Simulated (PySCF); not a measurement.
Electronic structure of Mg+ (magnesium, charge +1) at the UHF level

Configuration: [Ne] 3s1, 2S determinant. Computed with PySCF 2.14 in def2-SVP, with the non-relativistic Hamiltonian (point nucleus).

* Total energy: -199.292716 hartree
* One-electron energy: -275.3857 hartree
* Hartree (Coulomb) energy: 91.9242 hartree
* Exchange energy: -15.8312 hartree
* Kinetic energy: 198.99248 hartree
* ⟨S²⟩: 0.7501
* ⟨L²⟩: 0.000
* Sum of ⟨r⟩: 8.657 bohr
* Sum of ⟨r²⟩: 14.36 bohr²
* Density at the nucleus (Gaussians lack the cusp): 987 bohr⁻³
* Spin density at the nucleus: 1.58 bohr⁻³
* Langevin diamagnetic susceptibility: -11.4 ×10⁻⁶ cm³/mol
* Time after the integrals: 0.06 s of wall time on 1 thread of Neoverse-N1 (shared host)

```tsv
shell	electrons	mean orbital energy (hartree)	rms radius, mean of both spins (bohr)
1s α	1	-49.37587	0.152
1s β	1	-49.36881	0.152
2s α	1	-4.10909	0.756
2s β	1	-4.09229	0.756
2p α	3	-2.62243	0.774
2p β	3	-2.61640	0.774
3s α	1	-0.53723	3.09
```
